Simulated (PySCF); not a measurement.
**How methods differ on the excitation energy of Co⁺**

Co⁺ [Ar] 3d8 (3F) → Co⁺ [Ar] 3d7 4s1, s spin flipped, as a difference of total energies. Computed with PySCF 2.14 in dyall-av2z, with no relativity, point nucleus. Correlated levels: valence: [Ar] frozen; virtual orbitals above 40 to 60 times the deepest correlated orbital energy dropped. The calculations carry no spin-orbit coupling.

```csv
method,excitation energy (eV)
UHF,-0.565
MP2 (valence),1.350
SCS-MP2 (valence),1.239
```

**Question.** How much does correlation contribute at MP2 (valence)?

**Answer.** 1.350 − (-0.565) = 1.915 eV, measured against UHF.

The upper determinant mixes two multiplicities, so it lies between the two terms.
